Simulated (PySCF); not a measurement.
# Reading the logs of faulty runs: C2GeH6Si

All numbers below are calculated, not measured. They come from PySCF 2.14.0, an open-source quantum chemistry program, on an isolated molecule that a program drew, which may never have been made. The molecule is C2GeH6Si (charge 0, singlet), drawn as the SMILES string `C[C]([SiH])=[GeH2]`.

Each row is a Hartree-Fock (HF) and frozen-core CCSD(T) single point in the cc-pV(D+d)Z basis, meant for a local HF minimum. Run 1 is clean. Each other run has one planted mistake out of seven kinds, and not every kind appears here: one electron removed, one electron added, multiplicity raised by two, geometry at a saddle point, minimal basis STO-3G, one bond length entered in bohr, all coordinates scaled. The reference is restricted for singlets and unrestricted otherwise, and also for a bond in bohr. Adding or removing an electron swaps singlet and doublet. Electrons count all cores. HOMO and LUMO are orbital energies over both spins, the gradient is its largest component, and the lowest frequency (negative if imaginary) is given only where the gradient is small. Bond lengths are over the 9 bonds as drawn. T1 is the CCSD diagnostic: over 0.02 (restricted) or 0.045 (unrestricted) a single reference is doubtful. Germanium has the cc-pVDZ-PP basis, with a core potential (ECP10MDF) in place of its 10 inner electrons, and its 3s, 3p and 3d shells are frozen in CCSD(T).

Geometry of the clean run:
```xyz
10
C2GeH6Si, angstrom
C     0.5412    0.6167    1.4801
C     0.0161    0.8525    0.0685
Si    0.0083   -0.5111   -1.1849
Ge   -0.6115    2.4551   -0.4297
H    -0.0247   -0.1749    1.9785
H     0.4881    1.5046    2.1150
H     1.5855    0.2937    1.4578
H    -0.5953    0.2904   -2.3288
H    -0.6598    3.6648    0.5091
H    -1.1491    2.7664   -1.8117
```

```
run,electrons,basis functions,<S^2>,HOMO (eV),LUMO (eV),gradient (hartree/bohr),lowest frequency (cm^-1),mean bond (Å),longest bond (Å),T1,HF (hartree),CCSD(T) (hartree),mistake
1,64,104,0.000,-8.05,0.56,8.8e-06,59,1.4463,1.852,0.0135,-661.43246,-661.97020,no fault
2,63,104,0.812,-13.71,-5.50,7.1e-02,-,1.4463,1.852,0.0214,-661.18336,-661.68926,one electron removed
3,64,104,0.000,-7.88,0.69,3.9e-02,-,1.3870,1.776,0.0126,-661.41458,-661.94409,all coordinates scaled
4,64,104,2.373,-6.87,0.30,4.6e-02,-,1.4463,1.852,0.0399,-661.40767,-661.91774,multiplicity raised by two
5,64,104,1.292,-7.87,0.49,3.6e-02,-,1.5544,2.066,0.0801,-661.31783,-661.84311,?
6,65,104,1.092,-1.04,6.64,3.2e-02,-,1.4463,1.852,0.0393,-661.44297,-661.98638,?
```

**Which mistake was planted in run 5, and what did it cost?**

The mean bond changes by a factor of 1.075 and the longest by 1.116, so the molecule wasn't scaled as a whole. A length L in bohr read as angstrom grows by (1/0.5292 - 1) L = 0.890 L. The 9 bonds together grew by 9 x 0.1081 = 0.973 Å, which gives L = 1.093 Å. That is the length of one of the C-H bonds, 1.093 Å in the clean geometry. So the mistake is: one bond length entered in bohr. Subtracting run 1 and multiplying by 627.51 kcal/mol a hartree, the energy moved by 71.9 kcal/mol in HF and 79.8 kcal/mol in CCSD(T).

**Which mistake was planted in run 6, and what did it cost?**

It counts 65 electrons, one more than the clean run, at the same geometry and basis. So the mistake is: one electron added. Subtracting run 1 and multiplying by 627.51 kcal/mol a hartree, the energy moved by -6.6 kcal/mol in HF and -10.2 kcal/mol in CCSD(T).

Cautions from the logs. Run 5: T1 is over the limit, so its CCSD(T) energy is less reliable.
